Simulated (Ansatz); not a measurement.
Li5H4, relaxed as a doublet with UKS PBE-D4/def2-TZVP in Ansatz, starting from the GFN1-xTB geometry. Force threshold 0.02 eV/Å.

The structure comes from a short search, and lower isomers may exist.

Start:

```xyz
9

Li    1.555   -1.132   -0.274
Li    0.414    1.131    0.106
Li   -1.912    0.268    0.169
Li   -0.539    0.021   -1.917
Li    0.210   -0.790    1.794
H    -0.724    0.609    1.415
H    -1.849    0.935   -1.387
H     1.082    0.183   -1.288
H     1.764   -1.225    1.382
```

```
        step  energy (eV)  largest force component (eV/Å)  SCF passes
           1   -1085.3583                           0.518          24
           2   -1085.6241                           0.132          26
           3   -1085.6857                           0.157          26
           4   -1085.7478                           0.073          24
           5   -1085.7571                           0.082          25
           6   -1085.7698                           0.051          23
7 (rejected)   -1085.7653                           0.114          25
           8   -1085.7732                           0.028          26
           9   -1085.7740                           0.009          22
```

Force components are those of the run's own axes.

End:

```tsv
atom	x (Å)	y (Å)	z (Å)
Li1	1.700	-1.130	-0.325
Li2	0.100	1.319	-0.132
Li3	-2.067	0.189	0.240
Li4	-0.549	-0.156	-2.007
Li5	0.202	-0.791	1.894
H6	-0.710	0.599	1.357
H7	-1.432	1.105	-1.134
H8	1.045	0.201	-1.250
H9	1.711	-1.337	1.356
```

Bonds formed: Li2–H7 (atoms count from 1). The end is the same structure that another start reached, the lowest one found.

No frequencies were taken in this run, so the end may be a saddle point.

It took 9 s on 4 threads of Arm Neoverse V2 on a shared host.
